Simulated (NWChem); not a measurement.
System: C₄H₄Si; SMILES C([SiH2]C#C)#C

Parts of the log:

```
             Northwest Computational Chemistry Package (NWChem) 7.3.0
             --------------------------------------------------------

 C2V symmetry detected

                             Geometry "geometry" -> ""
                             -------------------------

 Output coordinates in angstroms (scale by  1.889725989 to convert to a.u.)

  No.       Tag          Charge          X              Y              Z
 ---- ---------------- ---------- -------------- -------------- --------------
    1 Si                  14.0000     0.00000000     0.00000000    -0.85781410
    2 C                    6.0000     1.50222500     0.00000000     0.18128590
    3 C                    6.0000     2.50743800     0.00000000     0.86195490
    4 C                    6.0000    -1.50222500     0.00000000     0.18128590
    5 C                    6.0000    -2.50743800     0.00000000     0.86195490
    6 H                    1.0000     0.00000000    -1.20958300    -1.71689910
    7 H                    1.0000     0.00000000     1.20958300    -1.71689910
    8 H                    1.0000     3.39067100     0.00000000     1.46215290
    9 H                    1.0000    -3.39067100     0.00000000     1.46215290

 Effective nuclear repulsion energy (a.u.)     162.2295433242

      Symmetry information
      --------------------

 Group name             C2v
 Group number             16
 Group order               4
 No. of unique centers     5

                                 NWChem DFT Module
                                 -----------------

 Summary of "ao basis" -> "ao basis" (spherical)
 ------------------------------------------------------------------------------
       Tag                 Description            Shells   Functions and Types
 ---------------- ------------------------------  ------  ---------------------
 Si                       aug-pcseg-1               11       27   5s4p2d
 C                        aug-pcseg-1                9       23   4s3p2d
 H                        aug-pcseg-1                5        9   3s2p

      Symmetry analysis of basis
      --------------------------

        a1         59
        a2         20
        b1         47
        b2         29

            General Information
            -------------------
          SCF calculation type: DFT
          Wavefunction type:  closed shell.
          No. of atoms     :     9
          No. of electrons :    42
           Alpha electrons :    21
            Beta electrons :    21
          Charge           :     0
          Spin multiplicity:     1
          Use of symmetry is: on ; symmetry adaption is: on
          Maximum number of iterations: 150
          AO basis - number of functions:   155
                     number of shells:    67
          Convergence on energy requested:  1.00D-06
          Convergence on density requested:  1.00D-05
          Convergence on gradient requested:  5.00D-04

              XC Information
              --------------
                         B3LYP Method XC Potential
                     Hartree-Fock (Exact) Exchange  0.200
                        Slater Exchange Functional  0.800 local
                    Becke 1988 Exchange Functional  0.720 non-local
              Lee-Yang-Parr Correlation Functional  0.810
                  VWN I RPA Correlation Functional  0.190 local

             Grid Information
             ----------------
          Grid used for XC integration:  medium
          Radial quadrature: Mura-Knowles
          Angular quadrature: Lebedev.
          Tag              B.-S. Rad. Rad. Pts. Rad. Cut. Ang. Pts.
          ---              ---------- --------- --------- ---------
          Si                  1.10       88          16.0       590
          C                   0.70       49          19.0       434
          H                   0.35       45          20.0       434
          Grid pruning is: on
          Number of quadrature shells:   276
          Spatial weights used:  Erf1

      Superposition of Atomic Density Guess
      -------------------------------------

 Sum of atomic energies:        -441.40580172

      Non-variational initial energy
      ------------------------------

 Total energy =    -443.638706
 1-e energy   =    -925.271699
 2-e energy   =     319.403450
 HOMO         =      -0.346620
 LUMO         =      -0.012957

      Symmetry analysis of molecular orbitals - initial
      -------------------------------------------------

  Numbering of irreducible representations:

     1 a1          2 a2          3 b1          4 b2

  Orbital symmetries:

     1 a1          2 a1          3 b1          4 a1          5 b1
     6 a1          7 b1          8 a1          9 b2         10 a1
    11 b1         12 a1         13 b1         14 a1         15 b1
    16 a1         17 b2         18 a1         19 a2         20 b1
    21 b2         22 a1         23 b2         24 b1         25 a1
    26 a2         27 b1         28 b2         29 a1         30 b1
    31 a1

     ---------------------------------------------
      Total Density - Mulliken Population Analysis
     ---------------------------------------------

    Atom       Charge   Shell Charges
 -----------   ------   -------------------------------------------------------
    1 Si  14    12.62   2.00  2.00  0.89  0.21 -0.06  5.99  1.83 -0.12 -0.03  0.14 -0.23
    2 C    6     6.56   2.00  0.83  0.76  0.17  2.00  0.87  0.02  0.03 -0.11
    3 C    6     6.26   2.00  0.81  0.71  0.01  1.90  0.83 -0.01  0.03 -0.03
    4 C    6     6.56   2.00  0.83  0.76  0.17  2.00  0.87  0.02  0.03 -0.11
    5 C    6     6.26   2.00  0.81  0.71  0.01  1.90  0.83 -0.01  0.03 -0.03
    6 H    1     1.10   0.71  0.33  0.02  0.01  0.04
    7 H    1     1.10   0.71  0.33  0.02  0.01  0.04
    8 H    1     0.77   0.64  0.16 -0.00  0.02 -0.05
    9 H    1     0.77   0.64  0.16 -0.00  0.02 -0.05

   convergence    iter        energy       DeltaE   RMS-Dens  Diis-err
 ---------------- ----- ----------------- --------- --------- ---------
 d= 0,ls=0.0,diis     1   -444.1272548161 -6.06D+02  1.63D-02  4.74D-01
 d= 0,ls=0.0,diis     2   -444.1704868543 -4.32D-02  4.78D-03  1.25D-01
 d= 0,ls=0.0,diis     3   -444.1687431414  1.74D-03  2.31D-03  1.50D-01
 d= 0,ls=0.0,diis     4   -444.1859437943 -1.72D-02  9.88D-04  1.43D-02
 d= 0,ls=0.0,diis     5   -444.1879322288 -1.99D-03  1.97D-04  2.75D-04
  Resetting Diis
 d= 0,ls=0.0,diis     6   -444.1879732649 -4.10D-05  5.63D-05  8.21D-06
 d= 0,ls=0.0,diis     7   -444.1879746215 -1.36D-06  1.38D-05  1.58D-07
 d= 0,ls=0.0,diis     8   -444.1879745544  6.71D-08  5.38D-06  6.64D-07

         Total DFT energy =     -444.187974554402
      One electron energy =     -929.714234109428
           Coulomb energy =      367.277419218571
    Exchange-Corr. energy =      -43.980702987712
 Nuclear repulsion energy =      162.229543324167

 Numeric. integr. density =       41.999996970490

                  Occupations of the irreducible representations
                  ----------------------------------------------

                     irrep           alpha         beta
                     --------     --------     --------
                     a1               10.0         10.0
                     a2                1.0          1.0
                     b1                7.0          7.0
                     b2                3.0          3.0

                       DFT Final Molecular Orbital Analysis
                       ------------------------------------

 Vector   19  Occ=2.000000D+00  E=-3.029604D-01  Symmetry=a2
              MO Center=  2.3D-15,  7.6D-17,  5.0D-01, r^2= 5.4D+00
   Bfn.  Coefficient  Atom+Function         Bfn.  Coefficient  Atom+Function
  ----- ------------  ---------------      ----- ------------  ---------------
    56      0.307884  3 C  py               102     -0.307884  5 C  py
    33      0.305224  2 C  py                79     -0.305224  4 C  py
    36      0.193260  2 C  py                59      0.192685  3 C  py
    82     -0.193260  4 C  py               105     -0.192685  5 C  py
    23     -0.096577  1 Si d -2              39      0.080019  2 C  py

 Vector   20  Occ=2.000000D+00  E=-2.966959D-01  Symmetry=b1
              MO Center=  1.6D-13, -1.9D-15,  5.4D-01, r^2= 5.4D+00
   Bfn.  Coefficient  Atom+Function         Bfn.  Coefficient  Atom+Function
  ----- ------------  ---------------      ----- ------------  ---------------
    57      0.270221  3 C  pz               103     -0.270221  5 C  pz
    12      0.254307  1 Si px                34      0.220324  2 C  pz
    80     -0.220324  4 C  pz                31     -0.219223  2 C  s
    77      0.219223  4 C  s                 60      0.211889  3 C  pz
   106     -0.211889  5 C  pz                32     -0.210350  2 C  px

 Vector   21  Occ=2.000000D+00  E=-2.937875D-01  Symmetry=b2
              MO Center= -5.2D-15,  3.4D-14,  1.4D-01, r^2= 5.7D+00
   Bfn.  Coefficient  Atom+Function         Bfn.  Coefficient  Atom+Function
  ----- ------------  ---------------      ----- ------------  ---------------
    56      0.290010  3 C  py               102      0.290010  5 C  py
    33      0.268599  2 C  py                79      0.268599  4 C  py
    59      0.194977  3 C  py               105      0.194977  5 C  py
   120      0.178010  6 H  s                129     -0.178010  7 H  s
    36      0.173038  2 C  py                82      0.173038  4 C  py

[...]
```

Level: B3LYP/aug-pcseg-1. Structure relaxed at the B3LYP/6-31G* (spherical d) level.

Which NWChem input produces such a log?

One answer among several that fit: the input that was run:
```
start job
memory heap 200 mb stack 900 mb global 1100 mb
geometry units angstroms noautoz
  Si     0.000000     0.000000    -0.839961
  C      1.502225     0.000000     0.199139
  C      2.507438     0.000000     0.879808
  C     -1.502225     0.000000     0.199139
  C     -2.507438     0.000000     0.879808
  H      0.000000    -1.209583    -1.699046
  H      0.000000     1.209583    -1.699046
  H      3.390671     0.000000     1.480006
  H     -3.390671     0.000000     1.480006
end
basis spherical
  * library aug-pcseg-1
end
dft
  xc b3lyp
  iterations 150
  mulliken
end
task dft energy
```
